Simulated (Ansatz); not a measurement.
C$_{2}$H$_{6}$F$_{3}$NZr (`C[N](C)[Zr]([F])([F])[F]`). The species carries charge 0 and has multiplicity 1. Zr: def2 effective core potential.

```xyz
13

C    -0.096    1.484    0.405
N    -0.054    0.128   -0.094
C    -0.088    0.047   -1.537
Zr    0.140   -1.476    1.092
F    -0.643   -2.966    0.187
F    -0.643   -1.048    2.781
F     2.011   -1.809    1.338
H     0.761    2.070    0.046
H    -0.078    1.501    1.498
H    -1.012    1.998    0.084
H    -1.004    0.500   -1.939
H     0.770    0.564   -1.988
H    -0.064   -0.994   -1.872
```

Task: List the harmonic frequencies (cm⁻¹, unscaled) at PBE0-D4/def2-TZVP in Ansatz. (An estimate is asked.)

Result: The calculation gave: 23i, 92, 103, 156, 161, 162, 168, 214, 235, 296, 299, 567, 642, 655, 664, 993, 1090, 1098, 1154, 1203, 1298, 1441, 1466, 1468, 1476, 1494, 1514, 2993, 2996, 3043, 3051, 3096, 3097.
